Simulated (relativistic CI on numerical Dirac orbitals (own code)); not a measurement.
Electric-dipole transitions in Pb²⁺

Computed by Dirac-Coulomb-Breit CI, separate exchange-only KLI orbitals for each configuration, QED by a radiative potential, valence Slater integrals scaled by 0.85, P86 correlation energy added to each configuration (own radial code, finite nucleus).

CI space (outside the closed core [Xe] 4f14): 5d¹⁰6s², 5d¹⁰6s6p, 5d¹⁰6s6d, 5d¹⁰6s7s, 5d¹⁰6s7p, 5d⁹6s²6p, 5d¹⁰6p6d, 5d⁹6s²5f, 5d¹⁰6s5f, 5d¹⁰6s8s, 5d¹⁰6s7d, 5d¹⁰6p², 5d⁹6p³, 5d⁹5f6p², 5d¹⁰6d², 5d⁹6p6d², 5d⁹5f6d². Double excitations out of closed p, d and f shells are left out; levels of such configurations are missing from the list, as are those of other unlisted configurations, and high levels can miss mixing partners.

| λ vac (nm) | Lower | Upper | A (s⁻¹) | E lower (cm⁻¹) | E upper (cm⁻¹) |
| --- | --- | --- | --- | --- | --- |
| 53.861 | 5d¹⁰6s² ¹S0 [1] | 5d⁹6s²6p ¹P°1 [32] | 1.39e+10 | 0.0 | 185662.4 |
| 57.127 | 5d¹⁰6s² ¹S0 [1] | 5d⁹6s²6p ³P°1 [23] | 5.46e+08 | 0.0 | 175049.8 |
| 70.788 | 5d¹⁰6s6p ³P°0 [2] | 5d¹⁰6s7d ³D1 [36] | 8.02e+08 | 53799.1 | 195065.2 |
| 72.876 | 5d¹⁰6s6p ³P°1 [3] | 5d¹⁰6s7d ³D2 [37] | 1.03e+09 | 58048.6 | 195267.3 |
| 72.984 | 5d¹⁰6s6p ³P°1 [3] | 5d¹⁰6s7d ³D1 [36] | 5.57e+08 | 58048.6 | 195065.2 |
| 74.876 | 5d¹⁰6s6p ³P°1 [3] | 5d¹⁰6s8s ³S1 [34] | 4.22e+08 | 58048.6 | 191602.5 |
| 92.623 | 5d¹⁰6s6p ¹P°1 [5] | 5d¹⁰6s7d ¹D2 [42] | 1.81e+09 | 90712.2 | 198677.2 |
| 96.977 | 5d¹⁰6s6p ¹P°1 [5] | 5d¹⁰6s8s ¹S0 [35] | 1.13e+09 | 90712.2 | 193829.4 |
| 97.048 | 5d¹⁰6s6p ³P°1 [3] | 5d¹⁰6p² ³P2 [16] | 1.44e+09 | 58048.6 | 161090.9 |
| 101.33 | 5d¹⁰6s6p ³P°0 [2] | 5d¹⁰6s6d ³D1 [11] | 5.06e+08 | 53799.1 | 152484.1 |
| 102.33 | 5d¹⁰6s6p ³P°0 [2] | 5d¹⁰6p² ³P1 [10] | 3.32e+09 | 53799.1 | 151518.4 |
| 105.64 | 5d¹⁰6s6p ³P°1 [3] | 5d¹⁰6s6d ³D2 [12] | 3.09e+09 | 58048.6 | 152710.6 |
| 105.89 | 5d¹⁰6s6p ³P°1 [3] | 5d¹⁰6s6d ³D1 [11] | 2.39e+09 | 58048.6 | 152484.1 |
| 106.51 | 5d¹⁰6s6p ¹P°1 [5] | 5d¹⁰6p² ¹S0 [31] | 5.40e+09 | 90712.2 | 184597.4 |
| 110.58 | 5d¹⁰6s6p ³P°0 [2] | 5d¹⁰6s7s ³S1 [7] | 5.17e+08 | 53799.1 | 144227.6 |
| 116.04 | 5d¹⁰6s6p ³P°1 [3] | 5d¹⁰6s7s ³S1 [7] | 1.08e+09 | 58048.6 | 144227.6 |
| 142.09 | 5d¹⁰6s6p ¹P°1 [5] | 5d¹⁰6p² ³P2 [16] | 8.51e+08 | 90712.2 | 161090.9 |
| 172.52 | 5d¹⁰6s6p ¹P°1 [5] | 5d¹⁰6s7s ¹S0 [9] | 1.44e+09 | 90712.2 | 148677.5 |
| 327.61 | 5d¹⁰6s7p ³P°0 [17] | 5d¹⁰6s7d ³D1 [36] | 2.36e+08 | 164541.2 | 195065.2 |
| 331.21 | 5d¹⁰6s7p ³P°1 [18] | 5d¹⁰6s7d ³D2 [37] | 2.86e+08 | 165074.8 | 195267.3 |
| 333.44 | 5d¹⁰6s7p ³P°1 [18] | 5d¹⁰6s7d ³D1 [36] | 1.50e+08 | 165074.8 | 195065.2 |
| 369.53 | 5d¹⁰6s7p ³P°0 [17] | 5d¹⁰6s8s ³S1 [34] | 4.74e+07 | 164541.2 | 191602.5 |
| 376.64 | 5d¹⁰6s7s ³S1 [7] | 5d¹⁰6s7p ¹P°1 [20] | 3.30e+07 | 144227.6 | 170778.2 |
| 376.96 | 5d¹⁰6s7p ³P°1 [18] | 5d¹⁰6s8s ³S1 [34] | 1.22e+08 | 165074.8 | 191602.5 |
| 377.75 | 5d¹⁰6s7p ³P°2 [19] | 5d¹⁰6s7d ³D3 [39] | 3.56e+08 | 169147.7 | 195620.0 |
| 382.86 | 5d¹⁰6s7p ³P°2 [19] | 5d¹⁰6s7d ³D2 [37] | 8.66e+07 | 169147.7 | 195267.3 |
| 408.35 | 5d¹⁰6s7p ¹P°1 [20] | 5d¹⁰6s7d ³D2 [37] | 1.89e+07 | 170778.2 | 195267.3 |
| 445.34 | 5d¹⁰6s7p ³P°2 [19] | 5d¹⁰6s8s ³S1 [34] | 2.09e+08 | 169147.7 | 191602.5 |
| 479.68 | 5d¹⁰6s7s ³S1 [7] | 5d¹⁰6s7p ³P°1 [18] | 1.25e+08 | 144227.6 | 165074.8 |
| 492.28 | 5d¹⁰6s7s ³S1 [7] | 5d¹⁰6s7p ³P°0 [17] | 1.40e+08 | 144227.6 | 164541.2 |

Terms are leading LS components. Brackets give the number of a level in order of energy, since labels repeat. The list gives strong lines, with weight on those to low levels, without lines whose two gauges differ by over a factor of 2.5, among the lowest 54 of 1527 levels, so that lines to higher ones, which can be the strongest, are missing, and without lines across small gaps between configurations, and without 89 lines that miss the measured interval by over 3.5 %, start from a term whose rates miss tabulated ones by over 60 %, have gauges far apart or, lacking measured levels, span too small a gap for the errors found; lines with a level outside our table were not tested and can miss by more. Levels whose partners in the same complex of configurations lie outside the list can be far off, and so can their lines. Rates are taken at the computed energies, electric ones in the length gauge.

Correlation outside the listed configurations is missing or only estimated: errors of thousands of cm⁻¹ between configurations and terms are usual at this charge. Rates and lifetimes follow the computed energies and can be off by large factors. The fine structure of a lone outer electron comes out too small, for d and f at times inverted, and misplaced configurations move strength between like terms. 33 of the 66 excited levels that our extract of the measured tables holds in this range could be paired (the sources list more); they are missed by 4449 cm⁻¹ on average and 7290 at most, and levels without a partner can miss by more.

LS names give the leading component of a level, which can be under half, so a name can repeat, a term be missing and a line seem to break the LS rules.
